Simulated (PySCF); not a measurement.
**Atomic charges by several schemes**

Species: C7H17O5P.
SMILES with atom numbers: `[CH3:1][O:2][P:3](=[O:4])([O:5][CH3:6])[O:7][CH2:8][CH2:9][CH2:10][C@H:11]([CH3:12])[OH:13]` (hydrogens: H14, H15, H16 on C1; H17, H18, H19 on C6; H20, H21 on C8; H22, H23 on C9; H24, H25 on C10; H26 on C11; H27, H28, H29 on C12; H30 on O13)

Geometry (PBE0-D3(BJ)/def2-SVP, Å), atoms numbered from 1 in this order:
```xyz
30
C7H17O5P angstrom
C      3.712   -2.498    0.709
O      2.499   -1.780    0.855
P      2.540   -0.184    1.004
O      3.294    0.395    2.128
O      3.078    0.239   -0.459
C      3.740    1.480   -0.638
O      0.985    0.164    1.018
C      0.086   -0.305    0.018
C     -1.313    0.097    0.416
C     -2.356   -0.365   -0.589
C     -3.776    0.118   -0.306
C     -4.344   -0.407    1.002
O     -4.625   -0.187   -1.389
H      4.144   -2.330   -0.290
H      3.478   -3.563    0.831
H      4.441   -2.195    1.478
H      4.406    1.379   -1.505
H      4.326    1.739    0.257
H      3.012    2.283   -0.836
H      0.363    0.133   -0.957
H      0.175   -1.400   -0.070
H     -1.516   -0.319    1.416
H     -1.346    1.195    0.523
H     -2.362   -1.471   -0.639
H     -2.091   -0.013   -1.600
H     -3.758    1.221   -0.263
H     -3.768   -0.062    1.873
H     -4.337   -1.511    1.014
H     -5.384   -0.070    1.121
H     -4.698   -1.147   -1.440
```

Density: PBE0/pcSseg-1 (PySCF); schemes: Mulliken, IAO, Hirshfeld and ESP-fitted. One conformer (not necessarily the lowest) at the PBE0-D3(BJ)/def2-SVP geometry, without solvent, vibrations or thermal averaging.

**Question.** Atoms with like bonding are taken together and averaged. Which atoms carry the lowest charge in the Mulliken, IAO, Hirshfeld and ESP-fitted schemes?

**Answer.** The schemes don't all agree: Mulliken O5 (-0.629); IAO O4 (-0.887); Hirshfeld O4 (-0.386); ESP-fitted O13 (-0.673).

**Question.** At which atom do the 4 schemes differ most?

**Answer.** At P3: from +0.546 (Hirshfeld) to +1.989 e (IAO), 1.443 e apart.

**Question.** What partial charge does each atom carry?

**Answer.** In e; atoms taken as equivalent share a row and are averaged (×n: the atom named and its like, n in all):

```csv
atom,environment,Mulliken,IAO,Hirshfeld,ESP-fitted
C1,methoxy carbon,-0.046,-0.205,-0.028,-0.190
O2,oxygen bonded to C and P,-0.602,-0.614,-0.166,-0.362
P3,phosphoryl phosphorus,+1.413,+1.989,+0.546,+1.250
O4,phosphoryl oxygen,-0.593,-0.887,-0.386,-0.634
O5,oxygen bonded to C and P,-0.629,-0.628,-0.176,-0.405
C6,methoxy carbon,-0.048,-0.204,-0.030,-0.102
O7,oxygen bonded to C and P,-0.583,-0.614,-0.162,-0.566
C8,sp3 carbon bound to oxygen,+0.089,-0.043,+0.011,+0.273
C9,chain CH2 carbon,-0.271,-0.254,-0.070,+0.230
C10,chain CH2 carbon,-0.250,-0.269,-0.074,-0.489
C11,carbinol carbon (C–OH),+0.036,+0.110,+0.048,+0.540
C12,methyl carbon,-0.266,-0.431,-0.124,-0.641
O13,alcohol oxygen,-0.442,-0.549,-0.226,-0.673
H14/H15/H16,methyl hydrogen,+0.126,+0.151,+0.050,+0.123
H17/H18/H19,methyl hydrogen,+0.125,+0.151,+0.048,+0.103
H20,methylene hydrogen,+0.120,+0.132,+0.037,+0.007
H21,methylene hydrogen,+0.127,+0.137,+0.035,-0.013
H22,methylene hydrogen,+0.138,+0.139,+0.040,+0.001
H23,methylene hydrogen,+0.129,+0.137,+0.040,-0.020
H24,methylene hydrogen,+0.101,+0.116,+0.031,+0.101
H25,methylene hydrogen,+0.129,+0.137,+0.036,+0.099
H26,methine hydrogen,+0.118,+0.137,+0.041,+0.044
H27/H28/H29,methyl hydrogen,+0.118,+0.139,+0.041,+0.156
H30,hydroxyl hydrogen,+0.220,+0.341,+0.159,+0.406
```

Mean size of the charges over all atoms: IAO 0.313 e, ESP-fitted 0.273 e, Mulliken 0.249 e, Hirshfeld 0.096 e. Each set sums to the total charge, 0, to within 0.001 e. The Mulliken scheme gives each basis function's population to the atom it is centred on and halves the overlap population of two atoms between them. The Hirshfeld scheme divides the density at each point in proportion to the densities of the neutral, spherically averaged free atoms.

Some averages cover members that differ in this geometry: H14/H15/H16, ESP-fitted +0.106 to +0.144; H27/H28/H29, Mulliken +0.098 to +0.131 e.

**Question.** How many electrons does the IAO scheme count on C9?

**Answer.** Z − q = 6 − (-0.254) = 6.254.

**Question.** How closely do the schemes follow one another over all atoms?

**Answer.** Correlation coefficient and root-mean-square difference: Mulliken with IAO 0.98, 0.136 e; IAO with Hirshfeld 0.98, 0.340 e; Mulliken with Hirshfeld 0.96, 0.232 e; Hirshfeld with ESP-fitted 0.90, 0.260 e; IAO with ESP-fitted 0.89, 0.221 e; Mulliken with ESP-fitted 0.88, 0.189 e.
